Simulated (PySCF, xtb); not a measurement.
C₄H₂F₂, SMILES C#C/C(F)=C\F.

GFN2-xTB in xtb at its own geometry gives an orbital gap of 3.98 eV and a dipole moment of 0.70 D.

The structure is a stationary point at PBE0-D3(BJ)/def2-SVP. The structure was generated by enumeration; whether it is a known compound was not checked.

Q: What does HF/def2-TZVP in PySCF give? (An estimate is asked for; the answer gives what the named calculation found.)

A: gap 12.28 eV (levels -9.71 and 2.57 eV), dipole 0.38 D.
